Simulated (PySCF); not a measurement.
PySCF input file for C₂H₇BeNS, SMILES [N](C)([Be][SH])C, TDA-PBE/def2-SVPD. Geometry optimised at r2SCAN-D4/def2-SVP. The structure was generated by enumeration; whether it is a known compound was not checked. The values are those of a single conformer.

```python
import numpy as np
from pyscf import gto, scf, dft, tdscf

mol = gto.M(
    atom='''
    Be   -0.45400662    0.02156228    0.00000000
    N     1.05199915    0.00672231   -0.00000000
    C     1.85631405   -0.00550039    1.20529855
    C     1.85631404   -0.00550039   -1.20529855
    H     2.49737919   -0.90873756    1.26203750
    H     2.52924993    0.87433736    1.25717242
    H     1.22030096    0.00875256    2.10497198
    H     2.52924992    0.87433735   -1.25717243
    H     2.49737919   -0.90873755   -1.26203749
    H     1.22030096    0.00875255   -2.10497197
    S    -2.36378402    0.07829240    0.00000000
    H    -2.49705203   -1.26868366    0.00000000
    ''',
    basis='def2-SVPD',
    charge=0,
    spin=0,
    symmetry=True,
    max_memory=1600,
    verbose=4,
)
mf = dft.RKS(mol, xc='pbe').density_fit(auxbasis='def2-universal-jkfit')
mf.grids.level = 3
mf.conv_tol = 1e-9
mf.max_cycle = 100
mf.kernel()
mf.grids = dft.Grids(mol).set(level=1).build(with_non0tab=True)  # coarser grid for the response kernel
td = tdscf.TDA(mf)
td.singlet = True
td.nstates = 10
td.conv_tol = 1e-4
td.positive_eig_threshold = 1e-6
td.kernel(x0=td.get_init_guess(mf, 15))
td.analyze()
tt = tdscf.TDA(mf)
tt.singlet = False
tt.nstates = 4
tt.conv_tol = 1e-4
tt.positive_eig_threshold = 1e-6
tt.kernel(x0=tt.get_init_guess(mf, 9))
tt.analyze(verbose=3)
```

Log of the run:

```
PySCF version 2.14.0

[INPUT] verbose = 4
[INPUT] num. atoms = 12
[INPUT] num. electrons = 46
[INPUT] charge = 0
[INPUT] spin (= nelec alpha-beta = 2S) = 0
[INPUT] symmetry True subgroup None
[INPUT] Mole.unit = angstrom
[INPUT] Symbol           X                Y                Z      unit          X                Y                Z       unit  Magmom
[INPUT]  1 Be    -0.454006620000   0.021562280000   0.000000000000 AA   -0.857948170539   0.040746803821   0.000000000000 Bohr   0.0
[INPUT]  2 N      1.051999150000   0.006722310000   0.000000000000 AA    1.987990276775   0.012703324824   0.000000000000 Bohr   0.0
[INPUT]  3 C      1.856314050000  -0.005500390000   1.205298550000 AA    3.507925155682  -0.010394230678   2.277684157835 Bohr   0.0
[INPUT]  4 C      1.856314040000  -0.005500390000  -1.205298550000 AA    3.507925136785  -0.010394230678  -2.277684157835 Bohr   0.0
[INPUT]  5 H      2.497379190000  -0.908737560000   1.262037500000 AA    4.719362698288  -1.717265107506   2.384905233931 Bohr   0.0
[INPUT]  6 H      2.529249930000   0.874337360000   1.257172420000 AA    4.779589668275   1.652258150875   2.375711565157 Bohr   0.0
[INPUT]  7 H      1.220300960000   0.008752560000   2.104971980000 AA    2.306034603944   0.016539941289   3.977820542083 Bohr   0.0
[INPUT]  8 H      2.529249920000   0.874337350000  -1.257172430000 AA    4.779589649378   1.652258131978  -2.375711584054 Bohr   0.0
[INPUT]  9 H      2.497379190000  -0.908737550000  -1.262037490000 AA    4.719362698288  -1.717265088608  -2.384905215034 Bohr   0.0
[INPUT] 10 H      1.220300960000   0.008752550000  -2.104971970000 AA    2.306034603944   0.016539922392  -3.977820523186 Bohr   0.0
[INPUT] 11 S     -2.363784020000   0.078292400000   0.000000000000 AA   -4.466904415423   0.147951193635   0.000000000000 Bohr   0.0
[INPUT] 12 H     -2.497052030000  -1.268683660000   0.000000000000 AA   -4.718744455489  -2.397464656111   0.000000000000 Bohr   0.0

nuclear repulsion = 178.795824589479
point group symmetry = Cs
symmetry origin: [-3.69728997e-09  2.46486016e-09  4.10810024e-10]
symmetry axis x: [1.00000000e+00 1.49771530e-09 6.85551447e-10]
symmetry axis y: [ 1.49771530e-09 -1.00000000e+00  1.17398497e-10]
symmetry axis z: [ 6.85551447e-10 -1.17398509e-10 -1.00000000e+00]
num. orbitals of irrep A' = 92
num. orbitals of irrep A" = 63
number of shells = 69
number of NR pGTOs = 227
number of NR cGTOs = 155
basis = def2-SVPD
ecp = {}


[settings echo left out]
init E= -547.680574702124
HOMO (A') = -0.280949311730529  LUMO (A") = -0.0692991287548086  gap/eV = 5.75929
cycle= 1 E= -547.497110162911  delta_E= 0.183  |g|= 0.512  |ddm|= 6.49
HOMO (A') = -0.0947447125377536  LUMO (A') = -0.00977439709716332  gap/eV = 2.31216
cycle= 2 E= -547.254147121179  delta_E= 0.243  |g|= 1.09  |ddm|= 2.19
HOMO (A') = -0.20368996555396  LUMO (A') = -0.023584268399262  gap/eV = 4.90093
cycle= 3 E= -547.562991478255  delta_E= -0.309  |g|= 0.194  |ddm|=  1.3
HOMO (A') = -0.193671789251832  LUMO (A') = -0.0315812660065036  gap/eV = 4.41071
cycle= 4 E= -547.572494088275  delta_E= -0.0095  |g|= 0.044  |ddm|= 0.314
HOMO (A') = -0.19513063042408  LUMO (A') = -0.0322235820538626  gap/eV = 4.43293
cycle= 5 E= -547.572899496768  delta_E= -0.000405  |g|= 0.0174  |ddm|= 0.0906
HOMO (A') = -0.194096581209771  LUMO (A') = -0.0316016590362596  gap/eV = 4.42171
cycle= 6 E= -547.572989473349  delta_E= -9e-05  |g|= 0.00363  |ddm|= 0.0342
HOMO (A') = -0.194423293916827  LUMO (A') = -0.03177221377309  gap/eV = 4.42596
cycle= 7 E= -547.572993829279  delta_E= -4.36e-06  |g|= 0.000991  |ddm|= 0.00766
HOMO (A') = -0.19441790043052  LUMO (A') = -0.0317683288688912  gap/eV = 4.42592
cycle= 8 E= -547.57299414585  delta_E= -3.17e-07  |g|= 0.000279  |ddm|= 0.00222
HOMO (A') = -0.194450667405698  LUMO (A') = -0.0317561160813096  gap/eV = 4.42714
cycle= 9 E= -547.572994173265  delta_E= -2.74e-08  |g|= 4.68e-05  |ddm|= 0.000528
HOMO (A') = -0.194451221442963  LUMO (A') = -0.0317584304288179  gap/eV = 4.42710
cycle= 10 E= -547.572994173871  delta_E= -6.06e-10  |g|= 1.89e-05  |ddm|= 0.00013
HOMO (A') = -0.194451488126892  LUMO (A') = -0.0317588001664233  gap/eV = 4.42709
Extra cycle  E= -547.57299417374  delta_E= 1.31e-10  |g|= 2.76e-05  |ddm|= 6.4e-05
converged SCF energy = -547.57299417374
tot grids = 44184
Overwritten attributes  positive_eig_threshold  of <class 'pyscf.tdscf.rks.TDA'>


******** <class 'pyscf.tdscf.rks.TDA'> for <class 'pyscf.df.df_jk.DFSymAdaptedRKS'> ********
nstates = 10 singlet
deg_eia_thresh = 1.000e-03
wfnsym = None
conv_tol = 0.0001
eigh lindep = 1e-12
eigh level_shift = 0
eigh max_cycle = 100


Excitation energies (eV)
[4.49220824 4.71601259 5.23102087 5.41412508 5.54513041 5.79857867
 5.83622002 6.18266108 6.21537857 6.29466691]

** Singlet excitation energies and oscillator strengths **
Excited State   1:   A'      4.49221 eV    276.00 nm  f=0.0082
      23 -> 24       -0.68708
      23 -> 26       -0.16151
Excited State   2:   A"      4.71601 eV    262.90 nm  f=0.0000
      23 -> 25        0.70689
Excited State   3:   A'      5.23102 eV    237.02 nm  f=0.0552
      23 -> 26       -0.45214
      23 -> 27        0.52433
Excited State   4:   A'      5.41413 eV    229.00 nm  f=0.1284
      23 -> 24       -0.11831
      23 -> 26        0.47527
      23 -> 27        0.47086
      23 -> 31       -0.13154
Excited State   5:   A"      5.54513 eV    223.59 nm  f=0.0556
      22 -> 24       -0.70457
Excited State   6:   A"      5.79858 eV    213.82 nm  f=0.0138
      22 -> 26        0.70384
Excited State   7:   A'      5.83622 eV    212.44 nm  f=0.0159
      23 -> 28       -0.70180
Excited State   8:   A"      6.18266 eV    200.54 nm  f=0.0000
      23 -> 29       -0.70694
Excited State   9:   A'      6.21538 eV    199.48 nm  f=0.1284
      21 -> 26       -0.14878
      22 -> 25       -0.66063
      22 -> 29       -0.10069
Excited State  10:   A"      6.29467 eV    196.97 nm  f=0.0053
      22 -> 27        0.70387

** Transition electric dipole moments (AU) **
state          X           Y           Z        Dip. S.      Osc.
  1         0.1935     -0.1920      0.0000      0.0743      0.0082
  2        -0.0000      0.0000     -0.0155      0.0002      0.0000
  3        -0.6377      0.1544     -0.0000      0.4305      0.0552
  4         0.9737      0.1413     -0.0000      0.9680      0.1284
  5         0.0000     -0.0000      0.6398      0.4094      0.0556
  6        -0.0000     -0.0000     -0.3113      0.0969      0.0138
  7        -0.1140     -0.3131     -0.0000      0.1110      0.0159
  8         0.0000     -0.0000     -0.0105      0.0001      0.0000
  9        -0.9149     -0.0776      0.0000      0.8431      0.1284
 10         0.0000      0.0000     -0.1859      0.0346      0.0053

** Transition velocity dipole moments (imaginary part, AU) **
state          X           Y           Z        Dip. S.      Osc.
  1         0.0185     -0.0126      0.0000      0.0005      0.0020
  2         0.0000      0.0000      0.0010      0.0000      0.0000
  3        -0.0784      0.0388     -0.0000      0.0077      0.0265
  4         0.1298      0.0212      0.0000      0.0173      0.0580
  5        -0.0000     -0.0000      0.1197      0.0143      0.0469
  6         0.0000     -0.0000     -0.0278      0.0008      0.0024
  7        -0.0115     -0.0468      0.0000      0.0023      0.0072
  8        -0.0000      0.0000     -0.0003      0.0000      0.0000
  9        -0.1311     -0.0147      0.0000      0.0174      0.0508
 10        -0.0000      0.0000     -0.0500      0.0025      0.0072

** Transition magnetic dipole moments (imaginary part, AU) **
state          X           Y           Z
  1        -0.0000     -0.0000      0.0447
  2         0.4979      0.0054     -0.0000
  3        -0.0000     -0.0000     -0.6593
  4        -0.0000      0.0000     -0.3662
  5         0.2077     -0.8354      0.0000
  6         0.2357      0.2082      0.0000
  7         0.0000     -0.0000      0.2612
  8         0.0177      0.0024     -0.0000
  9        -0.0000      0.0000     -0.1352
 10        -0.0679      0.1700     -0.0000


******** <class 'pyscf.tdscf.rks.TDA'> for <class 'pyscf.df.df_jk.DFSymAdaptedRKS'> ********
nstates = 4 triplet
deg_eia_thresh = 1.000e-03
wfnsym = None
conv_tol = 0.0001
eigh lindep = 1e-12
eigh level_shift = 0
eigh max_cycle = 100


Excitation energies (eV)
[4.23424047 4.44957288 4.59081936 5.19800043]

** Triplet excitation energies and oscillator strengths **
Excited State   1:   A'      4.23424 eV    292.81 nm  f=0.0000
Excited State   2:   A'      4.44957 eV    278.64 nm  f=0.0000
Excited State   3:   A"      4.59082 eV    270.07 nm  f=0.0000
Excited State   4:   A"      5.19800 eV    238.52 nm  f=0.0000
```

Self-consistency was reached.
